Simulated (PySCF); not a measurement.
# How the method changes the shape and vibrations of CFH3OSi

All numbers below are calculated, not measured. They come from PySCF 2.14.0, an open-source quantum chemistry program, on an isolated molecule that a program drew, which may never have been made. The molecule is CFH3OSi (charge 0, singlet), drawn as the SMILES string `C=[Si](O)F`.

The geometry was optimised and harmonic frequencies were computed with HF and MP2, all in the cc-pV(D+d)Z basis, for the commonest isotopes, with a restricted reference for singlets and an unrestricted one otherwise, and a frozen core in MP2. Each result is a local minimum of its method.

Geometry at the HF minimum:
```xyz
7
CFH3OSi, angstrom
C    -0.8056    1.7007    1.1457
Si   -0.9042    0.0352    1.1852
O    -0.1447   -1.0321    2.1282
F    -1.8290   -0.8362    0.2318
H    -1.3885    2.2819    0.4433
H    -0.1574    2.2461    1.8199
H     0.4652   -0.7186    2.7806
```

Lengths of the bonds as drawn, in Å (atoms numbered as above):
```
bond,HF,MP2
C1-Si2,1.669,1.689
Si2-O3,1.614,1.643
Si2-F4,1.589,1.612
C1-H5,1.082,1.093
C1-H6,1.083,1.093
O3-H7,0.947,0.968
```

Rotational constants, in GHz:
```
constant     HF    MP2
       A  8.034  7.797
       B  6.691  6.524
       C  3.651  3.552
```

Harmonic frequencies in cm^-1, each column in rising order, so a row needn't be the same motion in every method:
| rank | HF | MP2 |
|---|---|---|
| 1 | 265 | 243 |
| 2 | 302 | 245 |
| 3 | 322 | 266 |
| 4 | 345 | 322 |
| 5 | 547 | 515 |
| 6 | 705 | 568 |
| 7 | 751 | 698 |
| 8 | 821 | 767 |
| 9 | 852 | 837 |
| 10 | 1041 | 997 |
| 11 | 1169 | ? |
| 12 | 1477 | 1363 |
| 13 | 3311 | 3215 |
| 14 | 3409 | 3328 |
| 15 | 4166 | 3881 |

**Estimate the missing MP2 frequency from the HF column.**

A single factor s that minimises the squared misfit of MP2 against s times HF over the other rows is sum(HF x MP2) / sum(HF^2) = 0.9513, with an rms misfit of 50 cm^-1. For rank 11 it gives 0.9513 x 1169 = 1112 cm^-1. The calculation gives 1104 cm^-1, 8 cm^-1 below the estimate. The drawn bonds are on average 1.4 % longer in MP2 than in HF.
